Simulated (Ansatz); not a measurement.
This geometry of FH2Sn (4 atoms, charge 0, multiplicity 2) is a first-order saddle point.

These are results of Ansatz 0.2.0, UKS B3LYP/def2-SVP, not measurements.

```xyz
4
Properties=species:S:1:pos:R:3
F -1.660 -0.315 0.460
Sn 0.193 0.017 -0.055
H 1.191 -1.234 0.464
H 0.331 1.471 -0.889
```

Task: Which two structures does it join? (They come from a converged band through this point; their orientation in space is the band's.)

Result: No bond is made or broken. The height of Sn2 over the plane of its neighbours goes from -0.69 to 0.69 Å. The two ends are copies of one structure, up to a mirror image or an exchange of like atoms. The height can change sign by an inversion or by a turn that exchanges like atoms.

First end point:

```xyz
4
Properties=species:S:1:pos:R:3
F -1.580 -0.194 0.652
Sn 0.021 -0.249 -0.478
H 1.203 -1.055 0.527
H 0.412 1.438 -0.720
```

Last end point:

```xyz
4
Properties=species:S:1:pos:R:3
F -1.653 -0.422 0.241
Sn 0.180 0.251 0.420
H 1.160 -1.190 0.283
H 0.368 1.302 -0.965
```

Task: How far does it lie above each of them?

Result: 19.2 kcal/mol above the first and 19.2 kcal/mol above the second. This is the barrier of this one path; another mechanism may lie lower.

Time of the run: 98 s on 1 thread of Intel(R) Xeon(R) Processor @ 2.50GHz (Skylake/Cascade Lake), on a shared host, peak memory 0.14 GiB.
